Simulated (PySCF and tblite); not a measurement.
Results of a calculation; reference values are marked as such.
C7H14, numbered as in [CH3:1][CH2:2][CH2:3][CH2:4][CH:5]1[CH2:6][CH2:7]1. Free energies: B3LYP-D3(BJ)/def2-SVP (IEF-PCM, chloroform) on GFN2-xTB structures plus GFN2-xTB thermal terms, symmetry and mirror images included. Conformers within 3 kcal/mol (GFN2-xTB free energy) were kept, 7 at most. GIAO shieldings: wB97X-D/pcSseg-1 (IEF-PCM, chloroform). Shifts are against TMS (¹H), TMS (¹³C) at the same level. (PySCF 2.14, tblite 0.8.)

Torsions listed: C1–C2–C3–C4, C2–C3–C4–C5, C3–C4–C5–C6. Of a mirror pair one member is shown.

```csv
conformer,shape,point group,mirror pair,ΔE(DFT),Δ(G−E) at 298.15 K,δ H5 (ppm)
1,"180°, 180°, -84°",C1,yes,0.00,0.00,0.67
2,"-178°, -65°, 165°",C1,yes,0.32,0.27,0.46
3,"-176°, -68°, -79°",C1,yes,0.36,0.17,0.88
4,"-67°, -176°, -83°",C1,yes,0.42,0.13,0.66
5,"-61°, -62°, -78°",C1,yes,0.50,0.43,0.80
6,"67°, 174°, -84°",C1,yes,0.53,0.14,0.62
7,"70°, 64°, -95°",C1,yes,0.54,0.49,0.38
```

Energies in kcal/mol; the thermal term leaves out symmetry numbers and mirror images.

Problem. Work out the weights at 298.15 K and the ¹H shift of H5 under fast exchange.

Solution. RT = 0.592 kcal/mol. Each conformer gets RT ln(σ/g), with σ the rotational symmetry number and g = 2 for a mirror pair: 1: σ = 1, g = 2, G = 0.00 + 0.00 − 0.41 = -0.41, 0.00 above the lowest, exp(−ΔG/RT) = 1.000; 2: σ = 1, g = 2, G = 0.32 + 0.27 − 0.41 = 0.18, 0.59 above the lowest, exp(−ΔG/RT) = 0.371; 3: σ = 1, g = 2, G = 0.36 + 0.17 − 0.41 = 0.12, 0.53 above the lowest, exp(−ΔG/RT) = 0.408; 4: σ = 1, g = 2, G = 0.42 + 0.13 − 0.41 = 0.14, 0.55 above the lowest, exp(−ΔG/RT) = 0.395; 5: σ = 1, g = 2, G = 0.50 + 0.43 − 0.41 = 0.53, 0.94 above the lowest, exp(−ΔG/RT) = 0.206; 6: σ = 1, g = 2, G = 0.53 + 0.14 − 0.41 = 0.26, 0.67 above the lowest, exp(−ΔG/RT) = 0.322; 7: σ = 1, g = 2, G = 0.54 + 0.49 − 0.41 = 0.62, 1.03 above the lowest, exp(−ΔG/RT) = 0.176. The sum is 2.878, so the weights are 34.8, 12.9, 14.2, 13.7, 7.2, 11.2, 6.1 %. The averaged shift is 0.66 ppm. At 298.15 K the leading conformer alone gives 0.67 ppm and bare DFT energies give 0.65 ppm.

For its torsions the set is small; conformers may be missing.
